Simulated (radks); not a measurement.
Coulomb parameter of the 4f shell of the dysprosium ion Dy3+ in the model configuration [Xe] 4f8 6p1, as a second difference U = [E(n + 1) + E(n - 1) - 2 E(n)] / (1)^2 with all orbitals relaxed. "Bare": the charge of the atom changes with n. "Screened": the 6p shell takes up the change at fixed total charge, which measures U(4f,4f) + U(6p,6p) - 2 U(4f,6p). Method: Dirac Kohn-Sham, LDA (Slater exchange, Perdew-Wang correlation), spin-unpolarised, spherical densities, finite nucleus; open shells are shared between the two j in proportion to 2j + 1; Fermi nuclear charge, rms radius 5.2218 fm; computed with a radial shooting solver on a logarithmic mesh with Libxc functionals.

\begin{tabular}{lrr}
case & configuration & E - E(n) (eV) \\ \hline
start & [Xe] 4f8 6p1 & 0.000 \\
bare +1 & [Xe] 4f9 6p1 & -36.826 \\
bare -1 & [Xe] 4f7 6p1 & 57.302 \\
screened +1 & [Xe] 4f9 & -21.588 \\
screened -1 & [Xe] 4f7 6p2 & 31.369 \\
\end{tabular}

U(bare) = 20.476 eV, U(screened by 6p) = 9.781 eV.
